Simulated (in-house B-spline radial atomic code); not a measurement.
## RPBE excitations of Ca8+

Method: RPBE. Computed with an all-electron radial atomic-structure program (B-spline basis): linear response of the closed shell [Ne] 3s2 with the functional's adiabatic kernel; non-relativistic, point nucleus, no spin-orbit coupling, no double excitations, S, P, D and F terms only.

Command:
```bash
python run_td.py task.json out
```
Settings (radii: box in bohr, nucleus in fm):
```
Z                        20
electrons                12
configuration            [Ne] 3s2
hamiltonian              nr
method                   rpbe,pbe
box_radius               11.59
intervals                50
```

Run time, properties included: 0.3 s on 1 thread of Arm Neoverse N1, with other jobs on the host.

The lowest states, in the order of their Tamm-Dancoff energies; the method's threshold (minus the highest occupied level) is 177.78 eV. Labels give the largest channel, * marks a mixed state, and oscillator strengths are full-response dipole values. Semilocal kernels can invert the small singlet-triplet splittings of Rydberg terms. Energies in eV:

```
     state  full response  Tamm-Dancoff  oscillator strength
3s → 3p 3P         16.265        16.780                    -
3s → 3p 1P         25.741        26.540                 1.01
3s → 3d 3D          46.71         46.93                    -
3s → 3d 1D          50.93         50.94                    -
3s → 4s 3S          92.66         92.68                    -
3s → 4s 1S          94.55         94.59                    -
3s → 4p 3P              ?             ?                    -
3s → 4p 1P         100.95        100.98                 0.28
3s → 4d 3D         111.02        111.04                    -
3s → 4d 1D         111.29        111.30                    -
3s → 4f 3F              ?             ?                    -
3s → 4f 1F         115.24        115.27                    -
3s → 5s 3S         129.37        129.37                    -
3s → 5s 1S         129.91        129.93                    -
3s → 5p 3P         132.84        132.85                    -
3s → 5p 1P         133.02        133.03               0.0914
```

Q: Where does 3s → 4p 3P lie?

A: At 100.29 eV in full response, 100.31 eV in Tamm-Dancoff.

Q: Where does 3s → 4f 3F lie?

A: At 114.44 eV in full response, 114.49 eV in Tamm-Dancoff.

Q: How large is the singlet-triplet splitting of 3s → 3p (P terms) in Tamm-Dancoff?

A: 9.76 eV, from the unrounded values.

Q: What polarisabilities and dispersion coefficient does the method give?

A: Dipole 1.178 bohr³, quadrupole 0.6741 bohr⁵, C6 1.064 hartree·bohr⁶ for two such species.
